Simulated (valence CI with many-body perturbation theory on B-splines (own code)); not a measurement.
# E1 line list for Co²⁰⁺

Level of theory: relativistic CI+MBPT: five valence electrons over a frozen Dirac-Fock core [He], radial functions for each j: 9 s, 9 p, 8 d, 6 f, 3 g, 1 h, with the one-electron correlation potential Σ1, the two-electron term Σ2, the three-electron term Σ3, Breit, model QED; selected CI, second order for the rest (own B-spline code, finite nucleus).

No measured spectrum was set against this ion. As an estimate, levels of excited configurations hold to 0.05 to 0.15 % of their energy, terms of the ground configuration to about 0.5 %. Among the levels kept, up to 2100 cm⁻¹ of a level comes from second order outside the variational space, and about a tenth of that is noise between levels of different J, which matters for small intervals.

Lines 151 to 200 of 277 in falling wavelength, among levels below 1086.7 eV, chosen from the strongest by gf and those to the six lowest levels. Wavelengths and rates use the calculated energies, so an error of 700 cm⁻¹ moves a line at 1.288 nm by 0.009 % and its rate by three times that or more. Electric multipoles are in the length gauge, E1 and E2 with the static RPA response of the core. Weak lines are less certain than strong ones. Lines between different terms over intervals too small for the method are left out, as are lines whose strength nearly cancels. The highest levels of a list are the least certain.

Names give the largest LS component (configuration and term), which can be under half, so a name can repeat, a term be missing and a line seem to break the LS rules; names also repeat where a configuration has a term twice. Letters in brackets count levels of one name in rising energy.

```
λ vac (nm)                Upper           Lower   A (s⁻¹)  S (a.u.) with core polarisation  S without
     1.288      2s²2p²3s ⁴P_5/2  2s²2p³ ²D°_5/2  4.10e+11                         2.59e-03   2.58e-03
     1.287      2s2p³3s ⁴D°_1/2    2s2p⁴ ⁴P_1/2  1.19e+12                         2.51e-03   2.50e-03
     1.283      2s²2p²3s ²P_1/2  2s²2p³ ²D°_3/2  2.97e+12                         6.20e-03   6.17e-03
     1.283      2s2p³3s ⁴D°_3/2    2s2p⁴ ⁴P_3/2  1.36e+12                         5.66e-03   5.64e-03
     1.283      2s²2p²3s ²P_3/2  2s²2p³ ²D°_5/2  2.16e+12                         9.01e-03   8.97e-03
     1.283      2s2p³3s ⁴D°_5/2    2s2p⁴ ⁴P_3/2  5.18e+11                         3.24e-03   3.23e-03
     1.278      2s²2p²3s ⁴P_1/2  2s²2p³ ⁴S°_3/2  1.62e+12                         3.34e-03   3.33e-03
     1.276      2s²2p²3s ²D_3/2  2s²2p³ ²P°_1/2  9.05e+10                         3.71e-04   3.70e-04
     1.276      2s²2p²3s ²P_3/2  2s²2p³ ²D°_3/2  4.80e+11                         1.97e-03   1.96e-03
     1.270      2s2p³3s ⁴D°_3/2    2s2p⁴ ⁴P_5/2  2.50e+11                         1.01e-03   1.01e-03
     1.269      2s2p³3s ⁴D°_5/2    2s2p⁴ ⁴P_5/2  1.33e+12                         8.05e-03   8.02e-03
     1.268      2s²2p²3s ²S_1/2  2s²2p³ ²P°_3/2  1.23e+12                         2.47e-03   2.46e-03
     1.265      2s2p³3s ⁴D°_7/2    2s2p⁴ ⁴P_5/2  1.98e+12                         1.58e-02   1.58e-02
     1.264      2s²2p²3s ⁴P_3/2  2s²2p³ ⁴S°_3/2  1.25e+12                         5.00e-03   4.98e-03
     1.264      2s²2p²3s ²D_5/2  2s²2p³ ²D°_5/2  1.42e+12                         8.49e-03   8.46e-03
     1.262      2s²2p²3s ²D_3/2  2s²2p³ ²D°_5/2  2.54e+11                         1.01e-03   1.00e-03
     1.258      2s2p³3s ²D°_3/2    2s2p⁴ ⁴P_5/2  1.06e+11                         4.17e-04   4.15e-04
     1.257      2s²2p²3s ⁴P_5/2  2s²2p³ ⁴S°_3/2  1.31e+12                         7.68e-03   7.65e-03
     1.257      2s²2p²3s ²D_5/2  2s²2p³ ²D°_3/2  6.42e+11                         3.77e-03   3.76e-03
     1.256      2s²2p²3s ²S_1/2  2s²2p³ ²P°_1/2  1.29e+12                         2.52e-03   2.51e-03
     1.255      2s²2p²3s ²D_3/2  2s²2p³ ²D°_3/2  4.40e+11                         1.72e-03   1.71e-03
     1.254      2s²2p²3d ⁴F_3/2  2s²2p³ ²P°_3/2  2.45e+10                         9.52e-05   9.53e-05
     1.252      2s²2p²3s ²P_3/2  2s²2p³ ⁴S°_3/2  3.43e+10                         1.33e-04   1.33e-04
     1.241      2s²2p²3d ⁴F_3/2  2s²2p³ ²P°_1/2  4.47e+10                         1.69e-04   1.69e-04
     1.240  2s²2p²3d ²P_3/2 [a]  2s²2p³ ²P°_3/2  5.03e+11                         1.89e-03   1.90e-03
     1.239  2s²2p²3d ⁴F_5/2 [b]  2s²2p³ ²P°_3/2  1.72e+10                         9.70e-05   9.71e-05
     1.238      2s²2p²3d ⁴D_1/2  2s²2p³ ²P°_3/2  2.44e+11                         4.58e-04   4.59e-04
     1.235      2s²2p²3s ²S_1/2  2s²2p³ ²D°_3/2  5.57e+10                         1.04e-04   1.03e-04
     1.234      2s²2p²3d ⁴D_3/2  2s²2p³ ²P°_3/2  2.40e+11                         8.92e-04   8.93e-04
     1.234      2s²2p²3s ²D_5/2  2s²2p³ ⁴S°_3/2  5.25e+10                         2.92e-04   2.91e-04
     1.234      2s²2p²3d ²F_5/2  2s²2p³ ²P°_3/2  1.34e+11                         7.45e-04   7.46e-04
     1.232      2s²2p²3s ²D_3/2  2s²2p³ ⁴S°_3/2  1.13e+10                         4.17e-05   4.16e-05
     1.228      2s²2p²3d ⁴F_3/2  2s²2p³ ²D°_5/2  2.21e+10                         8.09e-05   8.11e-05
     1.228  2s²2p²3d ²P_3/2 [a]  2s²2p³ ²P°_1/2  5.75e+11                         2.10e-03   2.10e-03
     1.228      2s²2p²3d ⁴P_5/2  2s²2p³ ²P°_3/2  3.93e+10                         2.15e-04   2.16e-04
     1.227      2s²2p²3d ⁴D_1/2  2s²2p³ ²P°_1/2  6.40e+11                         1.17e-03   1.17e-03
     1.226      2s²2p²3d ⁴P_3/2  2s²2p³ ²P°_3/2  1.28e+10                         4.66e-05   4.67e-05
     1.225      2s²2p²3d ⁴P_1/2  2s²2p³ ²P°_3/2  9.76e+11                         1.77e-03   1.77e-03
     1.224  2s²2p²3d ²P_1/2 [a]  2s²2p³ ²P°_3/2  9.46e+11                         1.71e-03   1.72e-03
     1.224  2s²2p²3d ⁴F_5/2 [a]  2s²2p³ ²D°_5/2  1.22e+11                         6.62e-04   6.63e-04
     1.222      2s²2p²3d ⁴D_3/2  2s²2p³ ²P°_1/2  6.26e+11                         2.26e-03   2.26e-03
     1.221      2s²2p²3d ⁴F_3/2  2s²2p³ ²D°_3/2  8.45e+11                         3.04e-03   3.04e-03
     1.219  2s²2p²3d ²D_5/2 [a]  2s²2p³ ²P°_3/2  1.83e+11                         9.83e-04   9.84e-04
     1.219  2s²2p²3d ²D_3/2 [a]  2s²2p³ ²P°_3/2  1.16e+12                         4.16e-03   4.16e-03
     1.217  2s²2p²3d ⁴F_5/2 [a]  2s²2p³ ²D°_3/2  7.42e+11                         3.96e-03   3.97e-03
     1.215  2s²2p²3d ²P_3/2 [a]  2s²2p³ ²D°_5/2  8.58e+11                         3.04e-03   3.04e-03
     1.214       2s2p³3p ⁶P_5/2  2s²2p³ ²P°_3/2  1.00e+10                         5.32e-05   5.31e-05
     1.214      2s²2p²3d ⁴F_7/2  2s²2p³ ²D°_5/2  4.20e+11                         2.97e-03   2.97e-03
     1.214      2s²2p²3d ⁴P_3/2  2s²2p³ ²P°_1/2  3.42e+10                         1.21e-04   1.21e-04
     1.214      2s²2p²3d ⁴P_1/2  2s²2p³ ²P°_1/2  3.85e+12                         6.79e-03   6.80e-03
```
